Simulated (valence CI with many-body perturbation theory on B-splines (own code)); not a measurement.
# Ba⁶⁺ in brief

Computed by configuration interaction combined with many-body perturbation theory (CI+MBPT): four valence electrons over a frozen Dirac-Fock core [Kr] 4d10, a basis of 7 s, 7 p, 7 d, 7 f, 4 g, 2 h functions for each j, with the one-electron correlation potential Σ1, the two-electron term Σ2, the three-electron term Σ3, Breit, model QED; selected CI, second order for the rest, scaled by the run's own slope (own B-spline code, finite nucleus).

Set against measurement, 16 paired levels are off by 212 cm⁻¹ on average, the worst by 720. These come from a selection out of Sansonetti and Curry, J. Phys. Chem. Ref. Data 39, 043103 (2010). Levels without a partner in it may be off by more, other configurations by several thousand cm⁻¹. 1 measured level below the end of the list, from 223820 cm⁻¹ on, found no clear computed partner.

Levels are named by their leading jj configuration (3d3/2^4 stands for four electrons in 3d with j = 3/2), which in mixed levels can hold well under half, so a name can repeat and another be missing.

Rates and lifetimes use the calculated energies. Strong lines usually hold to 10 to 20 %, long lifetimes can be off by a factor of two.

Problem. What is the ground level?

Solution. (5s^2 5p1/2^2) J=0, composition 85 % 5s2 5p2 3P + 13 % 5s2 5p2 1S.

Problem. What are the static dipole polarisabilities of the lowest levels?

Solution. (5s^2 5p1/2^2) J=0 4.26; (5s^2 5p1/2 5p3/2) J=1 4.43 (tensor 0.081); (5s^2 5p1/2 5p3/2) J=2 4.43 (tensor 0.031); (5s^2 5p3/2^2) J=2 4.57 (tensor 0.16) bohr³, of which the core gives 0.578.

Problem. Name the longest-lived excited levels whose lifetime is computed, and their main decay.

Solution. (5s^2 5p1/2 5p3/2) J=2 at 21509 cm⁻¹ lives 446 ms, mostly by M1 to (5s^2 5p1/2 5p3/2) J=1; (5s^2 5p1/2 5p3/2) J=1 at 15473 cm⁻¹ lives 17.3 ms, mostly by M1 to (5s^2 5p1/2^2) J=0; (5s^2 5p3/2^2) J=2 at 42529 cm⁻¹ lives 4.89 ms, mostly by M1 to (5s^2 5p1/2 5p3/2) J=1. The lifetime of (4f7/2 5s^2 5p3/2) J=5 is too uncertain to give, and may be longer.

Problem. What is the ionisation energy?

Solution. 87.48 eV; NIST lists 86 ± 2 eV (theoretical).

Problem. Among levels below 235700 cm⁻¹, which E1 lines absorb most strongly from the ground level?

Solution. to (5s^2 5p1/2 5d3/2) J=1 at 44.10 nm, f = 2.15; to (5s 5p1/2 5p3/2^2) J=1 at 50.76 nm, f = 0.320; to (5s 5p3/2^3) J=1 at 45.44 nm, f = 0.276.

Problem. How well does LS coupling describe the low levels?

Solution. Among the lowest 20 levels the leading LS term, summed over configurations, holds 72 % on average. For single configurations the figures are 69 % in LS and 80 % in jj coupling. Terms mix most in the J = 3 level at 168900 cm⁻¹, where the leading one holds 36 %.

Problem. Where does the other parity begin?

Solution. At (5s 5p1/2^2 5p3/2) J=2, 121730 cm⁻¹.
